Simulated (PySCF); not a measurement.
Species: C₆H₁₁NSi.
Atom-mapped SMILES: `[CH3:1][N:2]([CH3:3])[C:4]1=[CH:5][SiH2:6][CH:7]=[CH:8]1`

Geometry (PBE0-D3(BJ)/def2-SVP, Å), atoms numbered from 1 in this order:
```
atom  x, y, z in Å
C1    -1.9688   -1.0805    0.4446
N2    -1.1779    0.1197    0.3220
C3    -1.8977    1.2631   -0.1697
C4     0.1770    0.0654    0.0751
C5     0.8949    0.9895   -0.6362
Si6    2.6693    0.4753   -0.6110
C7     2.3058   -1.0446    0.4289
C8     0.9827   -1.0424    0.6729
H9    -1.4053   -1.8839    0.9317
H10   -2.8599   -0.8795    1.0593
H11   -2.3125   -1.4609   -0.5382
H12   -1.3756    2.1883    0.1150
H13   -2.0094    1.2598   -1.2730
H14   -2.9023    1.2817    0.2767
H15    0.4309    1.8285   -1.1525
H16    3.2555    0.1608   -1.9537
H17    3.6256    1.4043    0.0737
H18    2.9670   -1.8026    0.8537
H19    0.5023   -1.7890    1.3121
```

Lines to be assigned: C 1s: 288.50 (area 1), 289.32 (area 1), 290.34 (area 1), 291.11 (area 1), 291.67 (area 2) eV; N 1s: 405.14 eV; Si 1s: 1845.72 eV; Si 2p3/2: 105.92 eV.

The calculation used delta-SCF UKS SCAN, pcX-2 on the ionised atom, pcseg-1 elsewhere, spin-free X2C in PySCF 2.14.0. Geometry: PBE0-D3(BJ)/def2-SVP; no solvent, vibrations or thermal averaging.

Q: Order the carbon atoms by C 1s binding energy.

A: 288.50 eV: C5 (alkene CH carbon); 289.32 eV: C7 (alkene CH carbon); 290.34 eV: C8 (alkene CH carbon); 291.11 eV: C4 (vinylic carbon bearing nitrogen); 291.67 eV: C1/C3 (N-methyl carbon). The listed C 1s values span 3.17 eV, from C5 (bonded to C (double bond), H and Si) to C1/C3 (bonded to N and 3 H). The widest gap between neighbouring values is 1.02 eV, between 289.32 and 290.34 eV. Summing the Pauling electronegativity differences to the bonded atoms, each weighted by its formal bond order, gives -1.00 for the lowest site and -0.56 for the highest; the largest sum, +0.49, belongs to C4, 0.56 eV below the top.

Bonded neighbours of each site: C1/C3: N and 3 H; N2: 3 C; C4: N, C (double bond) and C; C5: C (double bond), H and Si; Si6: 2 C and 2 H; C7: C (double bond), H and Si; C8: C (double bond), C and H.

Q: Which photon energy gives electrons from Si 2p3/2 of Si6 a kinetic energy of 20 eV, and what is their de Broglie wavelength?

A: hν = 105.92 + 20 = 125.92 eV, recoil neglected; λ = 12.264 Å/√(E/eV) = 2.74 Å.

One atom of each set of topologically equivalent atoms was ionised and stands for the set; in this conformer not all members are related by symmetry, and their own values weren't computed. Spin contamination (⟨S²⟩ against 0.75 for a pure doublet) is marked for C 1s of C4 (0.94), C 1s of C7 (0.94) and C 1s of C8 (0.98), which makes these values less certain. The 2p values aren't plain energy differences: one relaxed spin-free 2p hole is combined with a matrix within the shell (ground-state 2p orbital-energy differences and spin–orbit coupling). 2p3/2, the mean of its two sublevels, lies a third of the splitting below the shell's mean and 2p1/2 two thirds above it; the statistical areas are 2:1. 2p1/2 minus 2p3/2 (ligand field included): Si 0.62 eV.
